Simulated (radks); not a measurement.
Species: Sr V. Configuration: [Ar] 3d10 4s2 4p3.5 4f0.5 (fractional occupations, a model configuration). Calculated with a radial shooting solver on a logarithmic mesh with Libxc functionals: scalar-relativistic Kohn-Sham, SCAN, spin-polarised, spherical densities, finite nucleus; open shells are filled with parallel spins first (spin-orbit coupling, left out, can overturn this in heavy ions); meta-GGA in the generalised Kohn-Sham scheme; Fermi nuclear charge, rms radius 4.224 fm.

Unscreened Slater integrals over Kohn-Sham orbitals (hartree). They are taken over the spin-up orbitals.

\begin{tabular}{lr}
integral & value \\ \hline
F0(4f,4f) & 0.28444 \\
F2(4f,4f) & 0.14715 \\
F4(4f,4f) & 0.095316 \\
F6(4f,4f) & 0.069539 \\
F0(4f,4p) & 0.35854 \\
F2(4f,4p) & 0.12467 \\
G2(4f,4p) & 0.083640 \\
G4(4f,4p) & 0.055402 \\
F0(4f,4s) & 0.36229 \\
G3(4f,4s) & 0.055021 \\
F0(4f,3d) & 0.37231 \\
F2(4f,3d) & 0.027719 \\
F4(4f,3d) & 0.0074828 \\
G1(4f,3d) & 0.0080197 \\
G3(4f,3d) & 0.0045401 \\
G5(4f,3d) & 0.0030940 \\
F0(4p,4p) & 0.63282 \\
F2(4p,4p) & 0.33774 \\
F0(4p,4s) & 0.66197 \\
G1(4p,4s) & 0.45221 \\
F0(4p,3d) & 0.81297 \\
F2(4p,3d) & 0.18896 \\
G1(4p,3d) & 0.063073 \\
G3(4p,3d) & 0.059933 \\
F0(4s,4s) & 0.69658 \\
F0(4s,3d) & 0.88155 \\
G2(4s,3d) & 0.076221 \\
F0(3d,3d) & 1.8403 \\
F2(3d,3d) & 0.89482 \\
F4(3d,3d) & 0.56595 \\
\end{tabular}

Derived for the open shells (J is the average intra-shell exchange parameter used in DFT+U). 4p: J = F2/5 = 0.06755 hartree. 4f: F4/F2 = 0.648, F6/F2 = 0.473, J = (286 F2 + 195 F4 + 250 F6)/6435 = 0.01213 hartree.
